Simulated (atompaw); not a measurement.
**Pseudopotential generation for Hg: PAW (atompaw), PBEsol, scalar-relativistic.**

mercury, PAW, made with atompaw 4.2.0.5 (PBEsol, scalar-relativistic). Core [Xe] 4f14, reference 5d10 6s2 6p0. Waves: 6s (bound): rc 2.95 bohr; 6s channel at 0.35 Ry: rc 2.55 bohr; 6p (bound, empty): rc 2.95 bohr; 6p channel at 3.7 Ry: rc 2.95 bohr; 5d (bound): rc 2.95 bohr; 5d channel at 0.6 Ry: rc 2.95 bohr. Local part: ultrasoft scheme with l = 3 at 0 Ry, radius 2.75 bohr. Core correction: smooth core density matched at 1.85 bohr. Augmentation charge: gaussian compensation charge, radius 2.80 bohr; PAW radius 2.95 bohr; waves and projectors: custom rrkj vanderbiltortho.

* Cutoffs needed: 12 Ry and 18 Ry (the cutoffs (Ry, on a coarse ladder) from which the occupation-weighted sum of valence levels, in a spherical-Bessel basis at the reference potential, stays within 10 and 1 mRy of its value at 400 Ry)
* Ghost test: no extra level below or beside the all-electron valence levels (s, p, d, f tested) (spherical-Bessel basis up to 400 Ry, 20 bohr box)
* Lowest eigenvalue of the overlap operator: 0.59 (s channel)
* Overlap eigenvalues printed by atompaw (projector basis): 0.0032, 0.722, 1.94, 17, 48.4, 140
* Share of each valence orbital outside the PAW sphere: 6s 33 %, 6p 77 %, 5d 3 %
